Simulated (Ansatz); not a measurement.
Reaction (formal exchange of groups at a C–O bond): `O[SiH2]C(O)O` + `C=O` → `O=CC(O)[SiH2]O` + H₂O

Gas-phase electronic energies from Ansatz, PBE0-D4/def2-TZVP geometries. CBS: MP2 limit from def2 TZ/QZ plus the TZ coupled-cluster correction, frozen cores. This one scheme is used for every species. Functionals use def2-TZVPP. Each species was taken in one conformer, which may not be the lowest.

`O[SiH2]C(O)O`:

```xyz
11

O     1.815   -0.712    0.125
Si    0.533   -0.241    1.055
C    -0.865    0.201   -0.157
O    -0.418    1.352   -0.840
O    -1.121   -0.864   -1.041
H     2.223   -0.021   -0.400
H     0.863    0.920    1.923
H     0.155   -1.422    1.866
H    -1.827    0.389    0.336
H    -1.082    1.588   -1.497
H    -0.276   -1.190   -1.370
```

`C=O`:

Cartesian coordinates in Å:
```
C 0.003 0.004 0.000
O -0.760 -0.914 -0.070
H 0.127 0.595 0.930
H 0.630 0.314 -0.860
```

`O=CC(O)[SiH2]O`:

Cartesian coordinates in Å:
```
O 0.244 -1.260 -2.176
C 0.303 -1.387 -0.976
C 0.623 -0.247 -0.092
O 0.987 0.895 -0.833
Si -0.879 0.325 0.949
O -0.445 1.735 1.663
H 0.100 -2.359 -0.485
H 1.427 -0.547 0.597
H 0.872 0.638 -1.763
H -2.016 0.481 0.005
H -1.214 -0.631 2.031
H -0.001 2.357 1.081
```

H₂O:

Cartesian coordinates in Å:
```
O -0.264 0.278 -0.065
H -0.040 -0.460 -0.636
H 0.305 0.182 0.701
```

```tsv
level	ΔE (eV)
ωB97X-V	-0.71
HF/def2-TZVPP	-0.57
MP2/def2-TZVPP	-0.82
SCS-MP2/def2-TZVPP	-0.72
MP2/def2-QZVPP	-0.86
HF/CBS(def2)	-0.58
MP2/CBS(def2)	-0.88
CCSD/CBS(def2)	-0.76
```

(1) What does CCSD(T)/CBS give? (An estimate is asked.)

Largest T1 diagnostic among the species: 0.015.

Answers

(1) The calculation gave: -0.79 eV. The listed levels differ from it by 0.08, 0.22, -0.03, 0.07, -0.07, 0.21, -0.09, 0.03 eV.

In def2-TZVPP, CCSD(T) changes the Hartree–Fock value by −0.16 eV (the triples alone add −0.03 eV) and MP2 by −0.25 eV. The D4 term adds −0.05 eV with B3LYP and −0.03 eV with PBE0; it sums over pairs of atoms, weighted by their polarisabilities, and B3LYP, whose exchange is more repulsive, gets the larger term.

B3LYP here is the variant with VWN-RPA as its local correlation; programs differ in this.
